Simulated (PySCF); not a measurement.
NMR data simulated for an unnamed compound:

1H NMR (500 MHz, computed): δ 9.51 (m, 1H), 9.17 (m, 1H), 8.18 (m, 1H), 8.00 (m, 1H), 2.93 (s, 1H).

13C{1H} NMR (computed): δ 170.1 (CH), 164.6 (CH), 139.3 (CH), 138.5 (CH), 131.6 (C), 90.0 (C), 88.4 (CH).

Computed data (PySCF 2.14.0 with density-fitted response routines): NMR shieldings at PBE0/pcSseg-1/GIAO, geometry from GFN2-xTB. One conformer, non-relativistic, gas phase.

Referencing at the same level of theory: 1H (31.72 ppm), 13C (186.93 ppm) against TMS.

Q: Which of these does the molecule contain: a C≡C triple bond, a heteroaromatic ring, a tert-butyl group, a benzene ring?

A: 
- A C≡C triple bond: yes (δC 88.4, 90.0; δH 2.93 (s)).
- A heteroaromatic ring: no.
- A tert-butyl group: no.
- A benzene ring: no.

The data belong to `C#Cc1cccpc1`, C₇H₅P; they needn't prove each group on their own.

Carbon signals by region: 2 in the far downfield region (above 160 ppm), 3 in the sp2 and nitrile region (100–160 ppm), 2 at 50–100 ppm. Above 160 ppm: 170.1, aromatic CH, 164.6, aromatic CH.

Splittings by 31P in the carbon and heteronuclear signals aren't shown, as no couplings were computed. Shifts are as computed. Against solution values, carbons near 30 ppm lie about +3 ppm off and those near 130 ppm about +5 ppm. Of 1211 compounds with measured shifts, 218 miss one by over three times the rms of a fit or turn the order of signals round; such compounds aren't used in these exercises. No couplings were computed; multiplicities are counted from neighbouring protons, with m where these are inequivalent, close in shift, in a saturated or five-membered ring or joined by F or P, and br s for small geminal =CH2 splittings.
